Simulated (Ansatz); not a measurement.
Species: cyanosilylidyne, CNSi, net charge 0, doublet state. It need not be the lowest isomer of its formula. SMILES: [Si]C#N
Geometry: optimised at B3LYP-D3(BJ)/def2-TZVP (Ansatz, a program for electronic structure).

Atomisation energy built up term by term with Ansatz (kcal/mol; UHF references for open shells; valence terms freeze the core; atomic spin-orbit terms are left out). CBS(X,Y): correlation extrapolated as X^-3; Hartree-Fock from the larger set.

The UHF reference is spin-contaminated (<S^2> 0.15 over the pure value in the largest basis). 

| term | basis | kcal/mol |
|---|---|---|
| Hartree-Fock | cc-pV(Q+d)Z | 174.38 |
| CCSD correlation | CBS(cc-pV(T+d)Z,cc-pV(Q+d)Z) | 100.85 |
| (T) | CBS(cc-pV(T+d)Z,cc-pV(Q+d)Z) | 11.07 |
| CCSDT - CCSD(T) | cc-pV(D+d)Z | 0.08 |
| core correlation | cc-pwCVTZ | 1.67 |
| scalar relativity (X2C) | cc-pVTZ-DK against cc-pVTZ | -0.29 |
| sum: De |  | 287.7 |

(T) makes 3.9 % of the CCSD(T) atomisation energy; under 5 % is typical of single-reference molecules.
